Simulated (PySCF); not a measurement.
Isomers of C12H8, mass 152.063 u with the commonest isotopes. Method: PySCF, PBE0-D3(BJ)/def2-SVP geometry optimisation, gas phase. One conformer each, none proved a minimum here; rigid rotors.

Question: Order these by rotational constant A, largest first.
A. `C#C/C=C1/C=Cc2ccccc21`
B. biphenylene, `c1ccc2c(c1)-c1ccccc1-2`
C. `C1=Cc2cccc3cccc1c23` (acenaphthylene)

Answer: B (2815 MHz), A (1602 MHz), C (1514 MHz).

Question: Order these by dipole moment, smallest first.
A. `C#C/C=C1/C=CC2=CC=CC=C21`
B. `C1=Cc2cccc3cccc1c23` (acenaphthylene)
C. biphenylene, `C1=CC=C2C(=C1)C1=CC=CC=C21`

Answer: C (0.00 D), A (0.18 D), B (0.37 D).

Question: Order these by rotational constant B, largest first.
A. `c1cccc2-c3c(-c21)cccc3` (biphenylene)
B. `C#C/C=C1/C=Cc2ccccc21`
C. acenaphthylene (`c1cc2cccc3c2c(c1)C=C3`)

Answer: C (1222 MHz), B (827.8 MHz), A (673.4 MHz).

```tsv
SMILES	point group	Ia (u·Å²)	Ib (u·Å²)	Ic (u·Å²)	κ	μa (D)	μb (D)	μc (D)
c1ccc2c(c1)-c1ccccc1-2	D2h	179.51	750.44	929.95	-0.89	0.00	0.00	0.00
C#C/C=C1/C=Cc2ccccc21	Cs	315.44	610.47	925.91	-0.47	0.18	0.02	0.00
C1=Cc2cccc3cccc1c23	C2v	333.87	413.60	747.47	0.30	0.00	0.37	0.00
```
